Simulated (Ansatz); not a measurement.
BH7SSi2, SMILES `[SiH3]BS[SiH3]`: the same geometry under several functionals.

```yaml
crystal:
  periodic: [false, false, false]
  atoms:
    - {symbol: Si, position_ang: [-2.016372, 0.978065, 1.024421]}
    - {symbol: B, position_ang: [-0.518609, 0.056487, 0.050164]}
    - {symbol: S, position_ang: [1.162741, 0.397397, 0.500974]}
    - {symbol: Si, position_ang: [2.187698, -0.886499, -0.900428]}
    - {symbol: H, position_ang: [-2.847606, 1.747020, 0.054465]}
    - {symbol: H, position_ang: [-2.900003, -0.039566, 1.662278]}
    - {symbol: H, position_ang: [-1.533452, 1.911598, 2.077706]}
    - {symbol: H, position_ang: [-0.746052, -0.721204, -0.832132]}
    - {symbol: H, position_ang: [1.847658, -0.479122, -2.284302]}
    - {symbol: H, position_ang: [3.644144, -0.727201, -0.665277]}
    - {symbol: H, position_ang: [1.785153, -2.293776, -0.667370]}
basis:
  gaussian: {orbitals: def2-TZVPP}
hamiltonian: {xc: {name: B97M-V}}
output: {orbitals: {seedname: orbitals}}
```

```sh
$ ansatz run in.yaml --threads 4 --pin off --events-out ev --progress --plain
```

Shortened log:

```
Functional definition: B97M-V
1442 factors; their error is unknown
mean field evaluation 1: about -27373.3748 eV, gradient 2.8e1 eV
mean field evaluation 2: about -27371.1103 eV, gradient 3.9e1 eV
mean field evaluation 4: about -27376.2598 eV, gradient 2.0e0 eV
mean field evaluation 8: about -27376.2800 eV, gradient 5.0e-2 eV
mean field evaluation 16: about -27376.2403 eV, gradient 2.4e-4 eV
mean field -27376.24030572 eV, -1006.0582749531 hartree, gradient 3.2e-5 eV, S^2 0.000000; 0 other end points of the search recorded, 0 dependent functions left out
reference -27376.24038393 eV, -1006.0582778273 hartree; 28, 28 occupied and 227, 227 virtual orbitals, 1442 factors
Total energy: -27376.24038393 eV, -1006.0582778273 hartree
```

Hardware: 4 threads of a server CPU on a shared host. Wall time 8 s, peak host memory 0.44 GiB.

The same input with `hamiltonian: {xc: {name: wB97M-V}}` and forces (abridged; 11 s):

```
Functional definition: wB97M-V
mean field evaluation 16: about -27379.9485 eV, gradient 7.9e-5 eV
mean field -27379.94851220 eV, -1006.1945490276 hartree, gradient 7.9e-5 eV, S^2 0.000000
Total energy: -27379.94857568 eV, -1006.1945513604 hartree
Atom 0 force    -0.133269     0.044238     0.045236 eV/Å
Atom 1 force    -0.091793    -0.071763    -0.084895 eV/Å
Atom 2 force     0.040033     0.016982     0.019063 eV/Å
Atom 3 force     0.080545    -0.111636    -0.120167 eV/Å
Atom 4 force     0.098632    -0.084953     0.113642 eV/Å
Atom 5 force     0.104712     0.118518    -0.070183 eV/Å
Atom 6 force    -0.041896    -0.105976    -0.118672 eV/Å
Atom 7 force     0.042680     0.087676     0.100700 eV/Å
Atom 8 force     0.037961    -0.050844     0.170669 eV/Å
Atom 9 force    -0.183490    -0.016269    -0.025445 eV/Å
Atom 10 force     0.045884     0.174025    -0.029948 eV/Å
Dipole moment:     0.199594    -0.162143    -0.174287 e Å
```

The same input with `hamiltonian: {xc: lda}` (abridged; 1.2 s):

```
Functional definition: SPW92
mean field evaluation 16: about -27272.6172 eV, gradient 1.1e-4 eV
mean field -27272.61719354 eV, -1002.2501958186 hartree, gradient 1.8e-5 eV, S^2 0.000000
Total energy: -27272.61724185 eV, -1002.2501975940 hartree
```

The same input with `hamiltonian: {xc: pbe, dispersion: d4}` and forces (abridged; 2.4 s):

```
Functional definition: PBE
mean field evaluation 16: about -27368.1990 eV, gradient 1.5e-4 eV
mean field -27368.19896732 eV, -1005.7627612176 hartree, gradient 2.5e-5 eV, S^2 0.000000
Total energy: -27368.46370474 eV, -1005.7724901381 hartree
Atom 0 force     0.141132    -0.055184    -0.056900 eV/Å
Atom 1 force    -0.114866     0.033163     0.032387 eV/Å
Atom 2 force     0.031604     0.176038     0.197384 eV/Å
Atom 3 force     0.039423    -0.049580    -0.052182 eV/Å
Atom 4 force    -0.095544     0.075635    -0.092043 eV/Å
Atom 5 force    -0.100531    -0.096480     0.062282 eV/Å
Atom 6 force     0.034792     0.098482     0.111307 eV/Å
Atom 7 force    -0.030432    -0.084488    -0.095610 eV/Å
Atom 8 force    -0.030320     0.041924    -0.148467 eV/Å
Atom 9 force     0.161504     0.011265     0.018828 eV/Å
Atom 10 force    -0.036762    -0.150774     0.023014 eV/Å
Dipole moment:     0.205120    -0.151198    -0.161637 e Å
```

With the line `hamiltonian: {xc: {name: revPBE}, dispersion: d4}` (abridged; 1.9 s):

```
Functional definition: revPBE
mean field evaluation 16: about -27377.1213 eV, gradient 2.4e-5 eV
mean field -27377.12127736 eV, -1006.0906500638 hartree, gradient 2.4e-5 eV, S^2 0.000000
Total energy: -27377.84491700 eV, -1006.1172433300 hartree
```

Changing it to `hamiltonian: {xc: {name: wB97X-V}}` (abridged; 8 s):

```
Functional definition: wB97X-V
mean field evaluation 16: about -27378.4155 eV, gradient 4.7e-5 eV
mean field -27378.41550161 eV, -1006.1382119275 hartree, gradient 4.7e-5 eV, S^2 0.000000
Total energy: -27378.41549900 eV, -1006.1382118315 hartree
```
